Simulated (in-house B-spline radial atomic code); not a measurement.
Yb⁺. Computed with a B-spline radial atomic code. Model: non-relativistic spherical atom: semilocal Troullier-Martins pseudo-atom, one channel per l, against all electrons, high spin, G0W0 and RPA with empty states to l = 8, local potential for every l without a channel, a model core (radius 0 = none) keeps its share of the functional.

Without relativity these are model numbers for so heavy an element.

What the tables leave out is listed at the end.

The pseudopotential gives back the lowest level of each angular momentum of its own functional in the configuration it was made in; a second state of the same l is only approximately right. Exact exchange, RPA and GW see the smooth pseudo-orbitals and miss the exchange with the core, for which the functional's share stands in. The column with an uncorrelated core keeps all orbitals and exact exchange, and so separates missing core correlation from pseudisation. Only the three outermost levels and the lowest empty one were computed. RPA here is direct RPA, with no exchange kernel, and its energies carry an (l + 1/2)⁻⁴ tail. A hybrid on a potential with a model core restores only its own semilocal share of the core's exchange.

Command:
```bash
python run_psgw.py task.json out
```
Settings (lengths in bohr, energies in hartree):
```
Z                      70
electrons              69
configuration          [Xe] 4f14 6s1
generated_in           [Xe] 4f14 6s1
functional             pbe,pbe
core_shells            10
radius_factor          1
core_correction        False
ion_configuration      [Xe] 4f14
```

Time taken, with all properties: 110 s on 1 thread of Arm Neoverse N1, with other jobs on the host.

Given: made with PBE; model core radius 0 bohr; local radius 1.584 bohr; mean-field start PBE.

Valence shells of the generating configuration: 5p, 4f, 6s.

Channel: s 3.333, p 1.275, d 1.904, f 1.613 (radii in bohr).

Computed: largest level miss in the spin-unpolarised generating configuration 0 eV; valence RPA correlation energy all-electron orbitals -1.6951 hartree; valence RPA correlation energy pseudo -2.4145 hartree; all-electron RPA polarisability, core included 54.435 bohr³; pseudo-atom RPA polarisability 54.264 bohr³; ionisation by mean-field all-electron 11.446 eV; ionisation by RPA all-electron 11.771 eV.

```
          level  occupied  mean-field all-electron (eV)  mean-field pseudo minus all (eV)  G0W0 all-electron (eV)  G0W0 uncorrelated core minus all (eV)  G0W0 pseudo minus all (eV)  exchange self-energy all-electron (eV)  exchange self-energy pseudo (eV)
          6s up         1                       -8.8637                            -0.016                 -11.732                                 -0.009                      -0.318                                  -8.229                           -7.8558
6s down (empty)         0                       -7.8762                              0.02                 -6.3099                                 -0.008                      -0.349                                 -1.9365                           -1.5618
```

**Question.** What is the ionisation by mean-field pseudo minus all?

**Answer.** -0.006 eV.

**Question.** What is the ionisation by RPA pseudo minus all?

**Answer.** 0.449 eV.

Given: mean-field start PBE0.

Computed: valence RPA correlation energy all-electron orbitals -1.6007 hartree; valence RPA correlation energy pseudo -2.3472 hartree; all-electron RPA polarisability, core included 47.069 bohr³; ionisation by mean-field pseudo minus all 0.257 eV; ionisation by RPA all-electron 11.606 eV; ionisation by RPA pseudo minus all 0.441 eV.

| level | occupied | mean-field all-electron (eV) | mean-field pseudo minus all (eV) | G0W0 all-electron (eV) | G0W0 uncorrelated core minus all (eV) | G0W0 pseudo minus all (eV) | exchange self-energy all-electron (eV) | exchange self-energy pseudo (eV) |
| --- | --- | --- | --- | --- | --- | --- | --- | --- |
| 6s up | 1 | -9.3826 | -0.219 | -11.659 | -0.006 | -0.41 | -8.0583 | -8.0634 |
| 6s down (empty) | 0 | -7.0712 | -0.184 | -5.9655 | -0.004 | -0.298 | -1.6977 | -1.5369 |

**Question.** What is the pseudo-atom RPA polarisability?

**Answer.** 43.226 bohr³.

**Question.** What is the ionisation by mean-field all-electron?

**Answer.** 11.254 eV.

Given: mean-field start Hartree-Fock.

Computed: valence RPA correlation energy all-electron orbitals -1.389 hartree; valence RPA correlation energy pseudo -2.1798 hartree; all-electron RPA polarisability, core included 36.915 bohr³; ionisation by mean-field all-electron 10.523 eV; ionisation by RPA all-electron 11.313 eV; ionisation by RPA pseudo minus all 0.467 eV.

```csv
level,occupied,mean-field all-electron (eV),mean-field pseudo minus all (eV),G0W0 all-electron (eV),G0W0 uncorrelated core minus all (eV),G0W0 pseudo minus all (eV),exchange self-energy all-electron (eV),exchange self-energy pseudo (eV)
6s up,1,-10.547,-1.034,-11.415,-0.001,-0.614,-7.4786,-8.6126
4f up,?,?,?,?,?,?,?,?
4f down,1,-26.006,7.342,-22.258,-0.285,3.94,-76.849,-39.212
6s down (empty),0,-4.6467,-0.431,-5.6187,0.002,-0.202,-0.92034,-1.2242
```

**Question.** What belongs in the row 4f up?

**Answer.** occupied: 1; mean-field all-electron (eV): -26.018; mean-field pseudo minus all (eV): 7.403; G0W0 all-electron (eV): -22.272; G0W0 uncorrelated core minus all (eV): -0.285; G0W0 pseudo minus all (eV): 3.989; exchange self-energy all-electron (eV): -76.841; exchange self-energy pseudo (eV): -39.124.

**Question.** What is the pseudo-atom RPA polarisability?

**Answer.** 27.286 bohr³.

**Question.** What is the ionisation by mean-field pseudo minus all?

**Answer.** 0.988 eV.

Among the listed levels the largest G0W0 shift of the pseudo-atom is +3.99 eV, for 4f up on the Hartree-Fock start, while leaving the core uncorrelated moves that level by -0.28 eV. So pseudisation and the lost core exchange, not the missing core correlation, make the error. Not in the tables (levels of low weight, unsolved or above zero; the highest and the empty levels are kept at any weight): on PBE the G0W0 levels 4f up (pseudo minus all +6.90 eV, weights 0.80 and 0.02), 4f down (pseudo minus all +6.92 eV, weights 0.80 and 0.19); on PBE0 the G0W0 levels 4f up (pseudo minus all +6.14 eV, weights 0.85 and 0.71), 4f down (pseudo minus all +6.11 eV, weights 0.85 and 0.71).
